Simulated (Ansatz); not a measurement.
```yaml
crystal:
  periodic: [false, false, false]
  atoms:
    - {symbol: N, position_ang: [-1.918777, 0.572262, -0.680722]}
    - {symbol: In, position_ang: [-0.166223, 0.130215, 0.052084]}
    - {symbol: N, position_ang: [0.588445, -1.960335, -0.305547]}
    - {symbol: N, position_ang: [1.327340, 1.345488, 0.986973]}
    - {symbol: H, position_ang: [-2.274724, -0.020051, -1.387810]}
    - {symbol: H, position_ang: [-1.851316, 1.515730, -0.848087]}
    - {symbol: H, position_ang: [1.174424, -2.268285, 0.506868]}
    - {symbol: H, position_ang: [-0.271124, -2.610211, -0.307055]}
    - {symbol: H, position_ang: [2.099521, 1.055968, 1.030682]}
    - {symbol: H, position_ang: [1.201933, 2.477929, 0.664858]}
basis:
  gaussian: {orbitals: def2-TZVPP, final_grid: {core_spheres: 1, valence_spheres: 1, degree: 5}}
hamiltonian: {xc: {name: PBE}}
scf: {lower_state_search: full}
```

```sh
$ ansatz run in.yaml --threads 4 --pin off --events-out ev --progress --plain --max-ram 10444MiB
```

Shortened log:

```
Functional definition: PBE
1207 factors; their error is unknown
mean field evaluation 1: about -9702.0841 eV, gradient 1.3e2 eV
mean field evaluation 2: about -9548.0818 eV, gradient 2.3e2 eV
mean field evaluation 4: about -9729.7038 eV, gradient 5.8e1 eV
mean field evaluation 8: about -9736.5519 eV, gradient 5.0e-1 eV
mean field evaluation 16: about -9721.2471 eV, gradient 8.2e-2 eV
mean field evaluation 32: about -9723.5858 eV, gradient 1.5e-1 eV
mean field -9723.58590960 eV, -357.3351912945 hartree, gradient 4.5e-5 eV, S^2 0.000000; 1 other end points of the search recorded, 0 dependent functions left out
reference -9723.58617558 eV, -357.3352010690 hartree; 24, 24 occupied and 203, 203 virtual orbitals, 1207 factors
Total energy: -9723.58617558 eV, -357.3352010690 hartree
```

Q: What is wrong with this run?

A: The integration grid is far too coarse. Self-consistency was reached. The result belongs to that input, not to the molecule as meant.
